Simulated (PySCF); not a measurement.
Polarisability and C₆ of Sc²⁺ (scandium, charge +2)

[Ar] 3d1, 2D determinant. Calculation: PySCF 2.14, in aug-cc-pwCVTZ-DK with one added diffuse shell each of s, p, d, f, g type (11s10p8d5f4g, 152 functions); the spin-free X2C one-electron Hamiltonian (Gaussian nucleus). Coupled (time-dependent) response in atomic units; α is the mean over directions.

| method | mean α (bohr³) | α xx, yy, zz | C₆ (like pair) | S(−4) |
| --- | --- | --- | --- | --- |
| PBE | 5.207 | 6.174, 6.174, 3.273 | 15.20 | 34.32 |

S(−4) is the Cauchy moment in α(ω) = α(0) + S(−4) ω² + …

α(iu) at PBE:

| u (hartree) | α(iu) (bohr³) |
| --- | --- |
| 0 | 5.207 |
| 0.0500 | 5.124 |
| 0.100 | 4.910 |
| 0.200 | 4.355 |
| 0.300 | 3.866 |
| 0.500 | 3.174 |
| 0.750 | 2.576 |
| 1.00 | 2.123 |
| 1.50 | 1.479 |
| 2.00 | 1.067 |
| 3.00 | 0.6161 |
| 5.00 | 0.2805 |

A single London oscillator, α(iu) = α/(1 + u²/ω²), gives C₆ = (3/4) ω α². Matching the computed C₆ needs ω = 4 × 15.20 / (3 × 5.207²) = 0.747 hartree.

For an ion, C₆ is the dispersion term alone; charge-induced terms of lower order in 1/R come first.

The components differ because the open shell of this determinant is not spherical; for a pure term their mean is the scalar polarisability.
